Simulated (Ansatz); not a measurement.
`[CH2]1[Se][SnH2]1`. The species carries charge 0 and has multiplicity 1. Sn takes the def2 core potential. Geometry: relaxed with PBE0-D4/def2-TZVP.

```xyz
7

C     1.081   -0.038    0.037
Se    0.275   -1.495    1.148
Sn   -1.010    0.200   -0.161
H     1.633   -0.412   -0.818
H     1.622    0.695    0.626
H    -1.792   -0.351   -1.559
H    -1.809    1.401    0.726
```

(1) What is the dipole moment at ωB97M-V/def2-TZVPP? (Estimate.)

(2) And with PBE, r2SCAN, B3LYP? (Estimate.)

(3) Give the Mulliken charges with ωB97M-V, r2SCAN, B3LYP in def2-TZVPP. (An estimate is asked.)

Answers

(1) The calculation gave: 2.56 D, with components (-0.71, 1.95, -1.50) D in this frame, pointing from negative to positive charge.

(2) Computed: PBE 2.28 D, r2SCAN 2.47 D, B3LYP 2.43 D.

(3) Computed: 
```json
{"atom": "C1", "ωB97M-V": "-0.49", "r2SCAN": "-0.36", "B3LYP": "-0.46"}
{"atom": "Se2", "ωB97M-V": "-0.23", "r2SCAN": "-0.29", "B3LYP": "-0.27"}
{"atom": "Sn3", "ωB97M-V": "0.51", "r2SCAN": "0.58", "B3LYP": "0.62"}
{"atom": "H4", "ωB97M-V": "0.16", "r2SCAN": "0.12", "B3LYP": "0.14"}
{"atom": "H5", "ωB97M-V": "0.16", "r2SCAN": "0.12", "B3LYP": "0.14"}
{"atom": "H6", "ωB97M-V": "-0.05", "r2SCAN": "-0.08", "B3LYP": "-0.09"}
{"atom": "H7", "ωB97M-V": "-0.05", "r2SCAN": "-0.08", "B3LYP": "-0.09"}
```

B3LYP here is the variant with VWN-RPA as its local correlation; programs differ in this.
